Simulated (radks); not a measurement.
Task: Dy4+, 62 electrons, occupied as [Xe] 4f8 (the NIST ground configuration). All-electron calculation, scalar-relativistic Kohn-Sham, exchange-only r2SCAN, spin-polarised, spherical densities, finite nucleus; open shells are filled with parallel spins first (spin-orbit coupling, left out, can overturn this in heavy ions); meta-GGA in the generalised Kohn-Sham scheme; Fermi nuclear charge, rms radius 5.2218 fm. Program: a radial shooting solver on a logarithmic mesh with Libxc functionals. Some entries of the table are withheld. Estimate them.

orbital  occ.  eigenvalue (hartree)  <r> (bohr)
1s up       1             -1976.481     0.02112
1s down     1             -1976.481     0.02112
2s up       1             -331.6054     0.08975
2s down     1             -331.6054     0.08975
2p up       3             -294.3207     0.07947
2p down     3             -294.3201     0.07946
3s up       1             -75.75387      0.2343
3s down     1             -75.62330      0.2340
3p up       3             -64.24417      0.2333
3p down     3             -64.11339      0.2330
3d up       5             -49.41865      0.2123
3d down     5             -49.31763      0.2120
4s up       1             -16.85618      0.5289
4s down     1             -16.55710      0.5290
4p up       3             -13.03030      0.5594
4p down     3             -12.73236      0.5597
4d up       5              -7.79149      0.6045
4d down     5              -7.49423      0.6060
5s up       1              -3.56583       1.243
5s down     1              -3.43229       1.270
5p up       3              -2.57902       1.412
5p down     3              -2.48386       1.445
4f up       7                   (1)      0.7517
4f down     1                   (2)      0.7815

Result: 
(1) 4f up eigenvalue (hartree): -2.06575
(2) 4f down eigenvalue (hartree): -1.79105
